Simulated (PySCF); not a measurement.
2-chlorosilylpropan-2-ol (C₃H₉ClOSi), SMILES CC(C)(O)[SiH2]Cl.

Geometry: PBE-D3(BJ)/def2-SVP. Other conformers were not sampled.

Level of theory: r2SCAN/def2-TZVP run with PySCF.

```
Item                                                                                                            Value
---------------------------------------------------------------------------------------------  ----------------------
total energy                                                                                       -944.63058 hartree
highest occupied level                                                                                       -6.35 eV
lowest empty level                                                                                           -0.57 eV
orbital gap                                                                                                   5.78 eV
dipole moment                                                                                                  1.68 D
quadrupole, principal values (traceless, Buckingham form, about the centre of nuclear charge)   -6.04, 1.25, 4.79 D·Å
mean static polarisability                                                                      81.0 bohr³ (12.01 Å³)
polarisability, principal values                                                               72.1, 79.6, 91.4 bohr³
```
